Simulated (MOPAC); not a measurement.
Molecule: difluoro(dimethyl)germane, C$_{2}$H$_{6}$F$_{2}$Ge, charge 0, multiplicity 1. SMILES: [CH3][Ge]([CH3])([F])[F]

Atoms: C1, Ge2, C3, F4, F5, H6, H7, H8, H9, H10, H11. Bonds: C1-Ge2, C1-H6, C1-H7, C1-H8, Ge2-C3, Ge2-F4, Ge2-F5, C3-H9, C3-H10, C3-H11.

Bond lengths (Å) and angles (degrees) optimised at AM1 with MOPAC; PM3 with MOPAC; PM6 with MOPAC; PM7 with MOPAC, each started from the B3LYP-D3(BJ)/def2-TZVP structure (Ansatz) of the last column. A row stands for all coordinates that are equal there; 6 of 10 kinds are shown.

```
coordinate    AM1    PM3             PM6    PM7  B3LYP-D3(BJ)/def2-TZVP
----------  -----  -----  --------------  -----  ----------------------
C1-Ge2      1.966  1.956           1.888  1.962                   1.938
C1-H6       1.108  1.090  1.097 to 1.101  1.088                   1.089
Ge2-F4      1.710  1.724           1.737  1.455                   1.748
C1-Ge2-C3   117.5  113.8           121.3  113.0                   121.5
C1-Ge2-F4   109.2  109.7           107.7  109.3                   107.6
F4-Ge2-F5   101.2  103.7           103.3  106.6                   103.7
```

A range marks coordinates that this level makes unequal.

Mean signed difference of all 10 bond lengths from B3LYP-D3(BJ)/def2-TZVP: AM1 0.009 Å, PM3 -0.001 Å, PM6 -0.007 Å, PM7 -0.055 Å.
